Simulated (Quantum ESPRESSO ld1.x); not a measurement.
Problem. Species: Eu39+. Configuration: [Ar] 3d6. All-electron calculation, scalar-relativistic Kohn-Sham, LDA (Slater exchange, Perdew-Zunger correlation), spin-polarised, spherical densities, point nucleus; open shells are filled with parallel spins first. Program: ld1.x of Quantum ESPRESSO 7.5. Some entries of the table are withheld. Estimate them.

orbital  occ.  eigenvalue (hartree)  <r^2> (bohr^2)  <r> (bohr)
1s up       1              -1848.21       0.0006799     0.02233
1s down     1              -1848.19       0.0006799     0.02233
2s up       1              -362.469         0.01059     0.09477
2s down     1              -361.898         0.01058     0.09469
2p up       3              -331.092        0.008499     0.08350
2p down     3              -330.637        0.008480     0.08341
3s up       1              -127.591         0.06518      0.2392
3s down     1              -126.982         0.06543      0.2396
3p up       3              -117.869             (1)      0.2351
3p down     3              -117.250             (2)      0.2357
3d up       5                   (3)         0.05128         (4)
3d down     1                   (5)         0.05162         (6)

Solution. 
(1) 3p up <r^2> (bohr^2): 0.06385
(2) 3p down <r^2> (bohr^2): 0.06414
(3) 3d up eigenvalue (hartree): -106.056
(4) 3d up <r> (bohr): 0.2101
(5) 3d down eigenvalue (hartree): -105.299
(6) 3d down <r> (bohr): 0.2108
